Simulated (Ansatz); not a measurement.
Complex (SMILES): O (H2O) with FCl (F-Cl), atoms 1 to 3 the first; geometry from B3LYP-D3(BJ)/def2-TZVP, monomers rigid:
```xyz
5

O     -0.2891    -0.2900    -0.2583
H     -0.6031     0.5726     0.0378
H      0.6165    -0.1532    -0.5610
F      0.0906    -2.5011     3.1950
Cl    -0.0773    -1.6206     1.7858
```

How fast the counterpoise-corrected interaction energy converges with the basis for several methods (Ansatz, a quantum-chemistry and plane-wave program): deviation from each method's own reference, in kcal/mol. References: HF -2.32 kcal/mol, the value in aug-pcseg-3; MP2 -6.09 kcal/mol, Hartree-Fock in aug-cc-pV(Q+d)Z plus the correlation part extrapolated as X^-3 from aug-cc-pV(T+d)Z and aug-cc-pV(Q+d)Z; PBE -7.95 kcal/mol, the value in aug-pcseg-3; wB97M-V -6.08 kcal/mol, the value in aug-pcseg-3. All functions are spherical. In correlated methods cores are frozen. No added dispersion term, no relativity. Functionals ending in -V hold VV10 correlation. 

```tsv
basis	functions	HF	MP2	PBE	wB97M-V
pcseg-0	35	-0.14	3.49	-0.13	0.02
6-31G	35	-0.13	3.11	-0.20	-0.03
pcseg-1	56	-0.75	1.79	-1.11	-0.97
def2-SVP	56	-1.12	2.00	-0.97	-0.95
cc-pV(D+d)Z	61	-1.26	1.69	-1.67	-1.32
6-311++G(2d,2p)	109	-0.16	1.63	-0.13	-0.15
def2-TZVPP	132	-0.11	1.30	-0.27	-0.19
jun-cc-pV(T+d)Z	154	0.09	1.09	0.05	0.06
```

Mean absolute deviation over 6-311++G(2d,2p), def2-TZVPP, jun-cc-pV(T+d)Z: HF 0.12, wB97M-V 0.13, PBE 0.15, MP2 1.34 kcal/mol.
